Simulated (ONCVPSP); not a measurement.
**Fe: one change to an ONCV potential, before and after**

Fe (Z = 26), optimised norm-conserving Vanderbilt (ONCV), made with ONCVPSP 4.0.1 (PBE, scalar-relativistic). Core [Ne] 3s2, reference 3p6 3d6 4s2. Waves: 4s: rc 2.45 bohr, ncon 3, nbas 6, qcut 2.8 1/bohr, 2 projectors, debl 2 Ha; 3p: rc 1.20 bohr, ncon 4, nbas 9, qcut 13.5 1/bohr, 2 projectors, debl 1.5 Ha; 3d: rc 0.90 bohr, ncon 3, nbas 6, qcut 10.3 1/bohr, 2 projectors, debl 1.6 Ha; f scattering state at 0.04 Ha: rc 2.20 bohr, ncon 5, nbas 8, qcut 5.6 1/bohr, 2 projectors, debl 1.3 Ha. Local part: polynomial inside 0.60 bohr (lpopt 5, dvloc0 1 Ha). Core correction: Teter function, fcfact 2, rcfact 1.5.

In the p channel the program set the typed energies aside and used -2.207, 0.250 Ha.

All-electron outer shells of the reference configuration (PBE, scalar-relativistic, ld1.x):

```json
{"shell": "3s", "level (eV)": "-94.02", "outermost node (bohr)": "0.33", "outermost maximum (bohr)": "0.70"}
{"shell": "3p", "level (eV)": "-60.04", "outermost node (bohr)": "0.30", "outermost maximum (bohr)": "0.72"}
{"shell": "3d", "level (eV)": "-7.50", "outermost node (bohr)": "–", "outermost maximum (bohr)": "0.71"}
{"shell": "4s", "level (eV)": "-5.29", "outermost node (bohr)": "1.00", "outermost maximum (bohr)": "2.41"}
```

Change: all radii but the core radius scaled by about 1.16 (s 2.84, p 1.40, d 1.04, f 2.56 bohr); local potential polynomial inside 0.70 bohr (lpopt 5, dvloc0 1 Ha).

Cutoffs: the cutoffs (Ha) at which the residual kinetic energy of the hardest occupied pseudo-wave falls to 1 and 0.1 mHa per electron; they do not see the model core or the augmentation charge, which bear on the density cutoff. Errors are all-electron minus pseudo energies relative to the spin-unpolarised reference configuration.

**Question.** What does the change do?

**Answer.** Both files keep a bound ghost (s); of the 4 tests that both files solve, the error grows in 4 and shrinks in 0 by more than 15 % and 0.3 meV (median size 22.2 → 54.4 meV). More of the atom is replaced by a form fitted at one configuration, so other configurations suffer.

```tsv
quantity	base	changed
cutoffs, loose and tight	not determined	108 Ha, 187 Ha
bound ghosts	s	s
GHOST(+) flags under 300 eV	f at 12.2 eV, s at 90.4 eV	f at 17.6 eV, s at 89.9 eV
error for 3p6 3d6 4s1, meV [ΔE 8.73 eV]	-5.5	-8.7
error for 3p6 3d6 4s0, meV [ΔE 24.93 eV]	-32	-62
error for 3p6 3d5 4s0, meV [ΔE 59.16 eV]	+16	-126
error for 3p6 3d6 4s0 4p2, meV [ΔE 8.46 eV]	-28	-47
rms error of d²Exc/dni dnj with the model core, mHa	2.79	2.75
```

 A true bound ghost makes a file unfit for plane-wave use even where its test errors are small: the radial tests pick states by their node count and pass the ghost by.
